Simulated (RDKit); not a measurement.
A run for RDKit: MMFF94 on H5NSi (SMILES N[SiH3]).

```python
from rdkit import Chem
from rdkit.Chem import AllChem, rdDetermineBonds

blocks = [
'''7

N     1.00686492   -0.20147322    0.28117470
Si   -0.63997415    0.16016295   -0.07722804
H     1.74581638    0.36647591   -0.10277507
H     1.30575828   -1.15901654    0.37991685
H    -1.48932942   -0.62758401    0.84562105
H    -0.84354299    1.61141679    0.13731292
H    -1.08559302   -0.14998189   -1.46392241
''',
]
mol = None
for b in blocks:
    f = Chem.MolFromXYZBlock(b)
    rdDetermineBonds.DetermineBonds(f, charge=0)
    mol = f if mol is None else Chem.CombineMols(mol, f)
Chem.SanitizeMol(mol)
print(Chem.MolToSmiles(Chem.RemoveHs(mol)))
ff = AllChem.MMFFGetMoleculeForceField(mol, AllChem.MMFFGetMoleculeProperties(mol), nonBondedThresh=100.0, ignoreInterfragInteractions=False)
e = ff.CalcEnergy()
print(f'MMFF94 energy {e:.6f} kcal/mol')
```

Program output:

```
N[SiH3]
MMFF94 energy -30.423380 kcal/mol
```

The run finished.

Cost: about 0.010 core-seconds (a rough figure).
